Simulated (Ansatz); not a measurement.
One geometry of Li2Al5⁻, several levels of theory.

```yaml
crystal:
  periodic: [false, false, false]
  atoms:
    - {symbol: Li, position_ang: [-0.962339, -1.059466, 1.328206]}
    - {symbol: Li, position_ang: [1.160823, -1.500616, -1.741023]}
    - {symbol: Al, position_ang: [0.702151, 0.968392, -0.961961]}
    - {symbol: Al, position_ang: [-1.641239, 1.475969, 0.225499]}
    - {symbol: Al, position_ang: [0.420433, 1.401141, 1.668957]}
    - {symbol: Al, position_ang: [1.717706, -0.695361, 0.822269]}
    - {symbol: Al, position_ang: [-1.397534, -0.590050, -1.341947]}
basis:
  gaussian: {orbitals: def2-TZVPD, initial_orbitals: start.molden}
total_charge: -1
hamiltonian: {xc: pbe, dispersion: d4}
scf: {omitted_lower_state_checks: [starts]}
output: {orbitals: {seedname: orbitals}}
```

The file start.molden holds the orbitals of an earlier run on this structure, at another level or in another basis.

```sh
$ ansatz run in.yaml --threads 4 --pin off --events-out ev --progress --plain --max-ram 4787MiB
```

It prints (some lines left out):

```
Functional definition: PBE
1650 factors; their error is unknown
mean field evaluation 1: about -33377.3691 eV, gradient 1.4e1 eV
mean field evaluation 2: about -33377.5014 eV, gradient 2.2e-1 eV
mean field evaluation 4: about -33377.4991 eV, gradient 2.8e-3 eV
mean field -33377.49905992 eV, -1226.6004663705 hartree, gradient 2.7e-5 eV, S^2 0.000000; 0 other end points of the search recorded, 0 dependent functions left out
reference -33377.49910828 eV, -1226.6004681480 hartree; 36, 36 occupied and 213, 213 virtual orbitals, 1650 factors
Total energy: -33377.79487622 eV, -1226.6113374190 hartree
Checks for a lower state left out: starts
```

Run time 7.5 s (4 threads of Arm Neoverse N1 on a shared host).

The first input with `hamiltonian: {xc: pbe0, dispersion: d4}` (abridged; 13 s):

```
Functional definition: PBE0
mean field -33380.17604505 eV, -1226.6988437596 hartree, gradient 1.9e-5 eV, S^2 0.000000
Total energy: -33380.43120340 eV, -1226.7082206559 hartree
Checks for a lower state left out: starts
```

Geometry: PBE-D4/def2-SVPD.

At PBE-D4/def2-TZVPD the highest occupied level of the relaxed charge -1 singlet lies above zero (up to 0.06 eV). By energy differences its removal costs 1.86 eV (each at its own geometry, to the charge 0 doublet, at PBE-D4/def2-TZVPD); the vertical value is larger still, so the positive level points to self-interaction error. The structure comes from a short search, and lower isomers may exist.
